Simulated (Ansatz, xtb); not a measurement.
# BFH3InSi: which of two structures lies lower

Structure I is a singlet given by its coordinates and structure II is `FB[SiH2][In]`, a singlet. Both are isolated molecules in the gas phase, relaxed with PBE0-D3(BJ)/def2-SVP; the shapes shown needn't be the lowest conformers.

I (Å):

```csv
atom,x (Å),y (Å),z (Å)
B,-0.3100,0.3169,-0.8427
F,-2.9230,-1.0760,-1.5656
In,-3.0371,2.2093,-3.3436
Si,-2.1298,0.3569,-1.3982
H,0.1508,1.4422,-0.8423
H,0.2870,-0.6227,-0.3762
H,-0.5751,0.0996,-2.1599
```

Close contacts (Å): B1–Si4 1.90, F2–Si4 1.65, In3–Si4 2.84, B1–H5 1.22, B1–H6 1.21, B1–H7 1.36, Si4–H7 1.75.

II (Å):

```xyz
7

B    -2.4065    0.6138   -1.0802
F    -3.1781    1.5074   -1.6956
In    1.4445    1.7025   -1.1059
Si   -0.6607    0.0262   -1.8535
H    -2.7711    0.2747    0.0313
H    -0.3131   -1.3544   -1.3674
H    -0.6603   -0.0025   -3.3584
```

Problem. Which of the two would you expect CCSD(T)/def2-SVP + ΔMP2/def2-TZVPP electronic energies to favour?

Solution. Structure II; the calculation gives E(II) − E(I) = −0.245 eV.

Level by level:

```tsv
level	geometry	E(II) − E(I) (eV)	departure from the last row (eV)	job, with rough time for the two
PBE0-D3(BJ)/def2-SVP	PBE0-D3(BJ)/def2-SVP	−0.476	−0.232	optimisation, 2.5 min
HF/def2-SVP	PBE0-D3(BJ)/def2-SVP	−0.878	−0.633	part of the CCSD(T) run
MP2/def2-SVP	PBE0-D3(BJ)/def2-SVP	−0.512	−0.267	part of the CCSD(T) run
CCSD(T)/def2-SVP	PBE0-D3(BJ)/def2-SVP	−0.564	−0.319	single point
CCSD(T)/def2-SVP + ΔMP2/def2-TZVPP	PBE0-D3(BJ)/def2-SVP	−0.245		single point, 36 s
```

The levels shown agree on the order. The largest departure from CCSD(T)/def2-SVP + ΔMP2/def2-TZVPP is that of HF/def2-SVP, 0.633 eV. Levels run at GFN2-xTB geometries aren't shown. The last row adds to CCSD(T) the change of the MP2 difference between the two basis sets, here +0.319 eV, a large step that makes the value less sure.

With harmonic frequencies from PBE0-D3(BJ)/def2-SVP (ideal gas, rigid rotor, one conformer each, 298.15 K, 1 atm): on the last row, ΔE + ΔZPE = −0.270 eV. A mode under 50 cm⁻¹ makes harmonic enthalpies and free energies unreliable, so none is given.

The correlated steps freeze 11 core orbitals; the filled d shell of In is correlated, in a basis made for valence electrons. Atoms past krypton carry core potentials in the def2 sets and no spin–orbit term is included. Codes used: Ansatz 0.2.0; the last row on 1 thread of Arm Neoverse V2 on a shared host.
